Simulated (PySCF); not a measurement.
C2H7BO3, SMILES C[C@H](O)B(O)O.

The structure is a stationary point at PBE0-D3(BJ)/def2-SVP. The structure was generated by enumeration; whether it is a known compound was not checked. One conformer was computed; it need not be the lowest.

Level of theory: TDDFT-PBE/def2-SVPD in PySCF 2.14.0.

Vertical excitations. The molecule is in vacuum.

```json
[
 {"state": "S1", "energy (eV)": "6.03", "λ (nm)": "206", "f": "0.009", "main pairs": "HOMO→LUMO 99 %"},
 {"state": "S2", "energy (eV)": "6.49", "λ (nm)": "191", "f": "0.001", "main pairs": "HOMO→LUMO+1 99 %"},
 {"state": "S3", "energy (eV)": "6.62", "λ (nm)": "187", "f": "0.002", "main pairs": "HOMO−1→LUMO 99 %"},
 {"state": "S4", "energy (eV)": "6.93", "λ (nm)": "179", "f": "0.009", "main pairs": "HOMO→LUMO+2 97 %"},
 {"state": "S5", "energy (eV)": "7.08", "λ (nm)": "175", "f": "0.004", "main pairs": "HOMO−2→LUMO 92 %"},
 {"state": "S6", "energy (eV)": "7.11", "λ (nm)": "174", "f": "0.055", "main pairs": "HOMO−1→LUMO+1 94 %"},
 {"state": "S7", "energy (eV)": "7.54", "λ (nm)": "165", "f": "0.005", "main pairs": "HOMO→LUMO+3 81 %"},
 {"state": "S8", "energy (eV)": "7.56", "λ (nm)": "164", "f": "0.003", "main pairs": "HOMO−2→LUMO+1 87 %"},
 {"state": "S9", "energy (eV)": "7.59", "λ (nm)": "163", "f": "0.012", "main pairs": "HOMO−1→LUMO+2 69 %, HOMO→LUMO+4 18 %"},
 {"state": "S10", "energy (eV)": "7.70", "λ (nm)": "161", "f": "0.050", "main pairs": "HOMO→LUMO+4 80 %, HOMO−1→LUMO+2 16 %"},
 {"state": "T1", "energy (eV)": "5.86", "λ (nm)": "211", "f": "0", "main pairs": "HOMO→LUMO 98 %"},
 {"state": "T2", "energy (eV)": "6.40", "λ (nm)": "194", "f": "0", "main pairs": "HOMO→LUMO+1 98 %"},
 {"state": "T3", "energy (eV)": "6.45", "λ (nm)": "192", "f": "0", "main pairs": "HOMO−1→LUMO 96 %"},
 {"state": "T4", "energy (eV)": "6.72", "λ (nm)": "185", "f": "0", "main pairs": "HOMO→LUMO+2 95 %"}
]
```
Triplets are in the Tamm–Dancoff approximation, which puts them higher than full response would, so one can lie above its singlet here.
